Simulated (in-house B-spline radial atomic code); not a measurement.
Configurations of O II (O+), with energies counted from [He] 2s2 2p3. Method: scalar-relativistic (X2C) PBE0, spin-polarised, spherical fractional occupations, exact exchange averaged over the configuration, Fermi nucleus of rms radius 2.6991 fm. Calculated with an all-electron radial atomic-structure program (B-spline basis). Shells without spins written out take the highest spin.

Occupations are held fixed; configurations that lie above the ionisation limit could autoionise.

```csv
configuration,E - E(ref) (eV),highest orbital,its <r> (bohr)
[He] 2s1 2p4,15.057,2p down,1.171
[He] 2s2 2p2 3d1,28.906,3d up,4.777
[He] 2s1 2p3 3p1,32.978,3p up,3.928
```

(1) Order these further configurations by energy, lowest first.
A. [He] 2s1 2p3 3d1
B. [He] 2s2 2p2 3s1
C. [He] 2s1 2p3 3s1

## Answers

(1) B (23.164 eV), C (30.257 eV), A (36.041 eV).
